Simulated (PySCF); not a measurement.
CH4MgOS, SMILES C[S][Mg][OH]. Atoms are numbered in the order given.

```xyz
8

Mg     0.1302    -1.0377     0.0000
O     -0.2989    -2.7437     0.0000
H     -0.4406    -3.6839     0.0000
S      0.6775     1.1985     0.0000
C     -0.9541     2.0335     0.0000
H     -1.5439     1.7970    -0.8969
H     -0.7592     3.1148     0.0000
H     -1.5439     1.7970     0.8969
```

Geometry optimised at PBE0-D3(BJ)/def2-SVP. One conformer was computed; it need not be the lowest.

These are TDA-PBE0/def2-SVPD in PySCF values and carry that method's errors.

Vertical excitations.  State labels are in the subgroup Cs.

| state | symmetry | energy (eV) | λ (nm) | f | main pairs |
|---|---|---|---|---|---|
| S1 | A" | 4.10 | 302 | 0.027 | HOMO→LUMO 99 % |
| S2 | A" | 4.84 | 256 | 0.001 | HOMO→LUMO+1 97 % |
| S3 | A' | 5.27 | 235 | 0.062 | HOMO−1→LUMO 76 %, HOMO→LUMO+2 22 % |
| S4 | A' | 5.62 | 221 | 0.037 | HOMO−3→LUMO 96 % |
| S5 | A" | 5.63 | 220 | 0.048 | HOMO−2→LUMO 99 % |
| S6 | A' | 5.83 | 213 | 0.126 | HOMO→LUMO+2 48 %, HOMO−1→LUMO+1 32 %, HOMO−1→LUMO 13 % |
| S7 | A' | 5.98 | 207 | 0.062 | HOMO−1→LUMO+1 63 %, HOMO→LUMO+2 26 % |
| S8 | A" | 6.20 | 200 | 0.028 | HOMO→LUMO+3 94 % |
| S9 | A" | 6.55 | 189 | 0.032 | HOMO−1→LUMO+2 85 % |
| S10 | A" | 6.58 | 188 | 0.000 | HOMO−2→LUMO+1 96 % |
| T1 | A" | 3.85 | 322 | 0 | HOMO→LUMO 97 % |
| T2 | A" | 4.53 | 273 | 0 | HOMO→LUMO+1 90 % |
| T3 | A' | 4.68 | 265 | 0 | HOMO−1→LUMO 91 % |
| T4 | A' | 5.25 | 236 | 0 | HOMO→LUMO+2 85 % |
Triplets are in the Tamm–Dancoff approximation.
